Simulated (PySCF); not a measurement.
Species: C3H8BF2N.
SMILES: `C=C(F)[C@@H](F)[BH2-][NH3+]`

Torsions of this conformer, `[CH2:1]=[C:2]([F:3])[C@@H:4]([F:5])[BH2-:6][NH3+:7]`: C1–C2–C4–F5 -20°, C2–C4–B6–N7 -165°.

The closed-shell ground state was solved at several levels (PySCF, density fitting, gas phase, non-relativistic). Isolated species at its GFN2-xTB geometry (one conformer only).

| level | basis functions | total energy (Eh) | HOMO (eV) | LUMO (eV) | gap (eV) | dipole (D) |
| --- | --- | --- | --- | --- | --- | --- |
| PBE0/pcSseg-1 | 159 | -397.9362 | -6.66 | 0.14 | 6.80 | 5.95 |
| B3LYP/pcJ-1 | 269 | -398.4331 | -6.43 | -0.21 | 6.22 | 5.91 |

**Question.** Estimate the row for CAM-B3LYP/def2-SVPD, a basis of 210 functions; the other rows only guide the guess.

**Answer.** Total energy -397.9824 Eh, HOMO -8.15 eV, LUMO 0.27 eV, gap 8.42 eV, dipole 5.75 D.

**Question.** Over all these levels, which gives the widest orbital gap and which the narrowest?

**Answer.** CAM-B3LYP/def2-SVPD (range-separated hybrid) has the widest, 8.42 eV, and B3LYP/pcJ-1 (global hybrid, 20 % exact exchange) the narrowest, 6.22 eV. Functional and basis both differ between the two, so the spread mixes both effects.

**Question.** How far do the dipole and the HOMO energy spread over the levels?

**Answer.** The dipole runs from 5.75 to 5.95 D (mean 5.87 D) and the HOMO from -8.15 to -6.43 eV.
